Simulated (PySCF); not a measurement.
C₃H₉FSi₂, SMILES F/C=C(/[SiH3])C[SiH3]. Heavy atoms are numbered as in [F:1]/[CH:2]=[C:3](/[SiH3:4])[CH2:5][SiH3:6]. Hydrogens are named by the atom that carries them.

The structure is a stationary point at B3LYP-D3(BJ)/def2-SVP. The structure was generated by enumeration; whether it is a known compound was not checked. Other conformers were not sampled.

Level of theory: ωB97X/def2-TZVP run with PySCF.

ESP charges are fitted to the potential on shells at 1.4 to 2.0 van der Waals radii. Atomic charges (e), one atom of each kind:

```tsv
atom	meta-Löwdin	ESP fit
F1	-0.27	-0.13
C2 (CH)	0.17	-0.03
C3	-0.27	[?]
Si4 (SiH3)	0.52	[?]
C5 (CH2)	-0.43	[?]
Si6 (SiH3)	0.52	0.30
H on C2	0.12	0.16
H on Si4	-0.10	[?]
H on C5	0.12	[?]
H on Si6	-0.10	-0.07
```

Task: Fill in the missing entries. (The exact figures need the calculation; the answer reports its results.)

Result: 
- C3, ESP fit: -0.06
- Si4 (SiH3), ESP fit: 0.14
- C5 (CH2), ESP fit: -0.37
- H on Si4, ESP fit: -0.03
- H on C5, ESP fit: 0.16

Task: Give the Mayer and Wiberg (Löwdin basis) orders of the bonds. (The exact figures need the calculation; the answer reports its results.)

Result: 
```tsv
bond	Mayer	Wiberg
F1–C2	1.04	1.73
C2–C3	1.83	1.98
C3–Si4	0.96	1.06
C3–C5	0.92	1.22
C5–Si6	0.95	1.12
```
